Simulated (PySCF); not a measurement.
Labels have come off several samples. The candidates:

A. SMILES O=[P@H]1[C@H](C=C)CC1
B. `F/C=C(/F)COC(F)(F)F`
C. `O=C([Si@H](C=C)N=C)OC`

Spectrum 1. $^{1}$H NMR (400 MHz, computed): δ 8.85 (m, 1H), 8.71 (m, 1H), 7.04 (m, 1H), 6.66 (m, 1H), 5.98 (m, 1H), 5.27 (d, 1H), 3.92 (s, 3H). $^{13}$C{$^{1}$H} NMR (computed): δ 187.2 (C), 173.0 (CH2), 143.9 (CH2), 141.5 (CH), 51.4 (CH3).

Spectrum 2. $^{1}$H NMR (400 MHz, computed): δ 7.69 (m, 1H), 4.98 (m, 2H). $^{13}$C{$^{1}$H} NMR (computed): δ 161.9 (C), 155.0 (CH), 131.2 (C), 65.7 (CH2).

Spectrum 3. $^{1}$H NMR (400 MHz, computed): δ 7.34 (m, 1H), 6.20 (m, 1H), 5.82 (m, 1H), 5.48 (m, 1H), 3.71 (m, 1H), 2.44 (m, 1H), 2.33 (m, 1H), 2.04 (m, 1H), 0.98 (m, 1H). $^{13}$C{$^{1}$H} NMR (computed): δ 144.5 (CH), 124.1 (CH2), 61.0 (CH), 36.1 (CH2), 17.0 (CH2).

PySCF 2.14.0 with density-fitted response routines calculation with coordinates at the GFN2-xTB level and σ from GIAO-PBE0/pcSseg-1; rapidly exchanging positions averaged, single conformer, non-relativistic, in vacuum.

Scale: TMS for $^{1}$H (σ = 31.72 ppm), $^{13}$C (σ = 186.93 ppm) (reference shieldings calculated alike). Splittings of carbon signals by F and P are missing where no couplings were computed. Where no couplings were computed, multiplicities follow the n + 1 count of equivalent neighbours, and m marks all less simple cases (inequivalent or close neighbours, rings, F or P nearby). Shifts are as computed. Against solution values, carbons near 30 ppm lie about +3 ppm off and those near 130 ppm about +5 ppm. Of 1211 compounds with measured shifts, 218 miss one by over three times the rms of a fit or turn the order of signals round; such compounds aren't used in these exercises.

Question: Match each spectrum to its structure.

Answer: 1–C, 2–B, 3–A.

- Spectrum 1 (C): 5 $^{13}$C signals; δC 143.9 is a terminal =CH2 carbon; δC 141.5 is an alkene CH.
- Spectrum 2 (B): 4 $^{13}$C signals; δC 161.9 is a fully substituted alkene carbon; δC 155.0 is an alkene CH.
- Spectrum 3 (A): 5 $^{13}$C signals; δC 144.5 is an alkene CH; δC 124.1 is a terminal =CH2 carbon.
